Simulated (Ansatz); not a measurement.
This geometry of C2H4F2OSi (10 atoms, charge 0, multiplicity 1) is a first-order saddle point.

Computed with RKS B3LYP/def2-SVP in Ansatz 0.2.0.

```xyz
10
Properties=species:S:1:pos:R:3
O 1.379 0.359 -1.011
C 0.410 -0.087 -0.159
C 0.603 -1.132 0.662
F 1.795 -1.772 0.667
Si -1.209 0.874 -0.204
F -1.559 1.399 1.300
H 2.166 -0.199 -0.900
H -0.123 -1.539 1.367
H -1.037 2.039 -1.104
H -2.343 0.008 -0.616
```

Task: Which two structures does it join? (They come from a converged band through this point; their orientation in space is the band's.)

Result: No bond is made or broken. The dihedral C3–C2–Si5–F6 goes from 0 to 111°.

Image 0:

```xyz
10
Properties=species:S:1:pos:R:3
O 1.149 -0.042 -1.332
C 0.385 -0.136 -0.205
C 0.730 -0.881 0.855
F 1.885 -1.586 0.834
Si -1.203 0.861 -0.232
F -1.932 0.591 1.202
H 1.941 -0.591 -1.216
H 0.153 -0.986 1.774
H -0.921 2.314 -0.358
H -2.104 0.404 -1.320
```

Image 8:

```xyz
10
Properties=species:S:1:pos:R:3
O 1.506 0.600 -0.647
C 0.435 -0.037 -0.095
C 0.527 -1.259 0.457
F 1.715 -1.903 0.472
Si -1.203 0.867 -0.160
F -1.186 2.152 0.842
H 2.288 0.034 -0.553
H -0.288 -1.819 0.917
H -1.447 1.379 -1.530
H -2.262 -0.067 0.300
```

Task: How far does it lie above each of them?

Result: 8.3 kJ/mol above the first and 7.5 kJ/mol above the second. This is the barrier of this one path; another mechanism may lie lower.

The run took 2.4 min on 2 threads of Arm Neoverse V2, on a shared host, peak memory 0.24 GiB.
